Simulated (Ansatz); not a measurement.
Mulliken charges of C3H3NSZn, SMILES `S=CN1C=[C]1[ZnH]` from B3LYP/def2-TZVPP in Ansatz (PBE0-D4/def2-TZVP geometry).

```
atom   x (Å)   y (Å)   z (Å)  charge (e)
  S1   1.079  -2.440  -1.301      -0.286
  C2   1.228  -1.159  -0.307       0.026
  N3   0.698   0.069  -0.533      -0.198
  C4  -0.562   0.284  -1.149       0.131
  C5  -0.558   0.711   0.073      -0.167
 Zn6  -1.133   1.497   1.713       0.257
  H7   1.863  -1.190   0.581       0.112
  H8  -1.023   0.104  -2.104       0.218
  H9  -1.591   2.123   3.027      -0.094
```

**Question.** By hand: the dipole of these point charges (1 e Å = 4.8032 D).

**Answer.** Σ q r = (-0.551, 0.647, 0.069) e Å, of length 0.853 e Å = 4.10 D.

**Question.** How does the dipole of the full density compare? (Best estimate.)

**Answer.** Computed: (-0.488, 0.696, 0.371) e Å, 4.45 D; the point charges give 0.92 times that, at 20° from its direction.

Point charges leave out the atoms' own dipoles, such as those of lone pairs, and Mulliken's split depends on the basis, so the two needn't agree.

B3LYP here is the variant with VWN-RPA as its local correlation; programs differ in this.
